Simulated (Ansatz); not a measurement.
## Molecular dynamics, step by step

BNH$_{7}$OF, closed shell, revPBE-D4/cc-pVDZ (Ansatz 0.2.0). Settings (timestep in fs, temperature in K; T counts 27 degrees of freedom):

```yaml
hamiltonian: {xc: {name: revPBE}, dispersion: d4}
md: {n_steps: 40, timestep: 0.25, temperature: 100, ensemble: nvt_nose_hoover, seed: 196, initial_velocities: maxwell_boltzmann}
```

Start, the saddle point found with PBE0-D4 in triple zeta (not stationary at another level):

B1  (-0.713, -0.807, -0.684)
F2  (-0.533, 0.906, -1.210)
H3  (-0.161, -1.322, -1.616)
H4  (-1.909, -0.825, -0.622)
H5  (0.634, 0.649, 0.854)
N6  (0.014, -0.879, 0.613)
H7  (0.030, 1.386, -0.492)
O8  (0.739, 1.641, 0.633)
H9  (0.797, -1.516, 0.622)
H10  (-0.568, -1.057, 1.419)
H11  (1.670, 1.824, 0.483)
(Å)

```
step  time (fs)  potential energy less the start (meV)  kinetic energy (meV)  T (K)
   0       0.00                                    0.0                 116.3    100
   2       0.50                                    6.1                 110.2     95
   4       1.00                                   11.9                 104.5     90
   6       1.50                                   16.1                 100.3     86
   8       2.00                                   17.8                  98.5     85
  10       2.50                                   16.8                  99.6     86
  12       3.00                                   13.4                 102.9     88
  14       3.50                                    8.9                 107.5     92
  16       4.00                                    4.4                 111.9     96
  18       4.50                                    1.2                 115.2     99
  20       5.00                                    0.1                 116.2    100
  22       5.50                                    1.9                 114.5     98
  24       6.00                                    6.2                 110.1     95
  26       6.50                                   12.0                 104.4     90
  28       7.00                                   17.4                  99.1     85
  30       7.50                                   20.2                  96.3     83
  32       8.00                                   19.4                  97.0     83
  34       8.50                                   15.6                 100.8     87
  36       9.00                                   10.6                 105.9     91
  38       9.50                                    6.1                 110.3     95
  40      10.00                                    3.1                 113.4     97
```

Step 8, positions (Å) and forces (eV/Å):

```tsv
atom	x	y	z	Fx	Fy	Fz
B1	-0.710	-0.811	-0.685	-0.386	0.459	0.187
F2	-0.531	0.909	-1.212	-0.668	-0.304	-0.950
H3	-0.169	-1.289	-1.631	0.379	-0.452	-0.413
H4	-1.913	-0.818	-0.612	-0.296	-0.109	0.042
H5	0.626	0.630	0.819	0.105	-0.308	0.148
N6	0.012	-0.879	0.619	0.045	0.373	-0.135
H7	0.020	1.387	-0.510	0.555	0.447	0.722
O8	0.735	1.640	0.634	0.764	0.739	-0.009
H9	0.796	-1.515	0.622	0.602	-0.449	0.005
H10	-0.553	-1.077	1.439	-0.335	-0.047	0.287
H11	1.696	1.822	0.451	-0.766	-0.348	0.115
```

Step 18, positions (Å) and forces (eV/Å):

```csv
atom,x,y,z,Fx,Fy,Fz
B1,-0.708,-0.814,-0.686,-0.700,0.497,-0.216
F2,-0.531,0.912,-1.216,-0.373,-0.137,-0.511
H3,-0.162,-1.271,-1.668,0.133,-0.331,0.120
H4,-1.932,-0.815,-0.599,0.181,-0.158,-0.029
H5,0.622,0.593,0.783,0.034,0.206,0.207
N6,0.011,-0.878,0.626,0.701,-0.573,0.526
H7,0.035,1.409,-0.497,0.267,0.209,0.468
O8,0.733,1.641,0.636,0.770,0.020,-0.137
H9,0.819,-1.532,0.622,-0.361,0.336,0.000
H10,-0.549,-1.104,1.473,0.139,0.201,-0.575
H11,1.692,1.803,0.416,-0.790,-0.270,0.148
```

Step 36, positions (Å) and forces (eV/Å):

```csv
atom,x,y,z,Fx,Fy,Fz
B1,-0.713,-0.811,-0.692,-0.190,0.704,-0.631
F2,-0.532,0.917,-1.226,0.192,-0.047,0.449
H3,-0.141,-1.281,-1.696,-0.213,-0.117,0.713
H4,-1.935,-0.835,-0.579,0.185,-0.168,-0.082
H5,0.611,0.555,0.755,-0.247,0.114,0.416
N6,0.016,-0.883,0.642,0.666,0.442,-0.650
H7,0.085,1.467,-0.418,-0.301,-0.275,-0.084
O8,0.732,1.642,0.639,-0.664,-0.614,-0.124
H9,0.813,-1.518,0.623,0.271,-0.193,-0.016
H10,-0.531,-1.125,1.464,-0.412,0.034,0.233
H11,1.648,1.747,0.354,0.713,0.119,-0.224
```

Last step (40):

```xyz
11
angstrom
B -0.7151 -0.8088 -0.6944
F -0.5322 0.9181 -1.2274
H -0.1409 -1.2865 -1.6841
H -1.9280 -0.8445 -0.5772
H 0.6033 0.5521 0.7582
N 0.0184 -0.8836 0.6456
H 0.0908 1.4742 -0.3999
O 0.7308 1.6411 0.6399
H 0.8088 -1.5119 0.6227
H -0.5320 -1.1259 1.4579
H 1.6586 1.7367 0.3337
```

Hardware: 4 CPU threads of an AMD EPYC 9R45, shared host. Wall time about 15 s.
